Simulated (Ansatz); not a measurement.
Start from `C[SiH2]B(F)F` and change one atom or group to get `FB(F)Cl`.

Ansatz, PBE0-D4/def2-TZVP geometries, multiplicity 1. Each molecule was computed in one conformer, which needn't be the lowest.

| property | `C[SiH2]B(F)F` |
| --- | --- |
| HOMO–LUMO gap (B3LYP/def2-TZVPP) / eV | 7.36 |
| LUMO energy (PBE0/def2-TZVPP) / eV | -0.95 |
| HOMO energy (PBE0/def2-TZVPP) / eV | -8.72 |
| HOMO energy (ωB97M-V/def2-TZVPP) / eV | -10.91 |
| HOMO–LUMO gap (PBE0/def2-TZVPP) / eV | 7.77 |
| HOMO energy (B3LYP/def2-TZVPP) / eV | -8.53 |

(1) Give the same properties after the change, and the shifts. (Best estimate.)

Answers

(1) The calculation gave: 
```json
{"property": "HOMO–LUMO gap (B3LYP/def2-TZVPP) / eV", "`FB(F)Cl`": "9.13", "shift": "1.77"}
{"property": "LUMO energy (PBE0/def2-TZVPP) / eV", "`FB(F)Cl`": "-0.20", "shift": "0.75"}
{"property": "HOMO energy (PBE0/def2-TZVPP) / eV", "`FB(F)Cl`": "-9.91", "shift": "-1.19"}
{"property": "HOMO energy (ωB97M-V/def2-TZVPP) / eV", "`FB(F)Cl`": "-12.22", "shift": "-1.31"}
{"property": "HOMO–LUMO gap (PBE0/def2-TZVPP) / eV", "`FB(F)Cl`": "9.71", "shift": "1.94"}
{"property": "HOMO energy (B3LYP/def2-TZVPP) / eV", "`FB(F)Cl`": "-9.61", "shift": "-1.08"}
```

With PBE0 the HOMO falls by 1.19 eV and the LUMO rises by 0.75 eV, so the gap widens by about 1.94 eV. PBE moves the HOMO by -1.01 eV and ωB97M-V by -1.31 eV.

B3LYP here is the variant with VWN-RPA as its local correlation; programs differ in this.
